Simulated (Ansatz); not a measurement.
Ideal-gas functions of F2GaI (`[F][Ga]([F])[I]`) at 800 K and 1 bar, from an Ansatz frequency run at PBE0-D4/def2-TZVP.

Molar mass 234.62 g/mol, point group C2v (symmetry number 2), electronic degeneracy 1, moments of inertia 81.125, 465.655, 546.78 u Å². Harmonic wavenumbers (cm⁻¹, unscaled): 112, 163, 178, 271, 691, 727.

Use S(trans) = R[1.5 ln M + 2.5 ln T − 1.1517]; rotational temperatures θ = 24.2544 K / I; S(rot) = R[ln(√π/σ · √(T³/θAθBθC)) + 1.5]; for each mode x = 1.438777 ν̃/T, S = R[x/(eˣ − 1) − ln(1 − e⁻ˣ)] and H = RT x/(eˣ − 1); 1 cm⁻¹ = 0.0119627 kJ/mol; R = 8.31446 J/(mol·K).

Problem. By hand: the entropy, in J/(mol·K).

Solution. Translation 197.4. Rotation: θ = 0.299, 0.0521, 0.0444 K, giving 125.1. Vibration, mode by mode: 21.65, 18.55, 17.82, 14.37, 7.02, 6.65, in all 86.1. Electronic 0.0. Sum 408.6 J/(mol·K).

Problem. By hand: H − E and G − E in kJ/mol, counted from the electronic energy.

Solution. Zero-point energy ½ × 2142 × 0.0119627 = 12.8; thermal vibration 29.1; translation, rotation and pV give 4 RT = 26.6. H − E = 68.5 kJ/mol, and G − E = 68.5 − 800 × 408.6/1000 = -258.4 kJ/mol.

Vibration gives 21 % of the entropy, 21.7 J/(mol·K) of it from the mode under 150 cm⁻¹: soft modes count most, and the harmonic formula is weakest for them.
